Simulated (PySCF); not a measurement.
A calculated (PBE0, PySCF 2.14, x2c-TZVPPall with one added diffuse shell each of s, p, d type, the spin-free X2C one-electron Hamiltonian (Gaussian nucleus)) atom or ion has these occupied shells.

```tsv
shell	electrons	orbital energy (eV)	rms radius, mean of both spins (bohr)
1s α	1	-2444.8	0.112
1s β	1	-2444.1	0.112
2s α	1	-233.70	0.520
2s β	1	-232.82	0.520
2p α	3	-176.29	0.493
2p β	3	-175.35	0.493
3s α	1	-32.336	1.74
3p α	3	-20.163	2.03
3p β	1	-16.727	2.03
```

Question: Name the element and its charge.

Answer: S⁺ (sulfur, charge +1), in [Ne] 3s1 3p4, high-spin 4P determinant (an excited configuration).
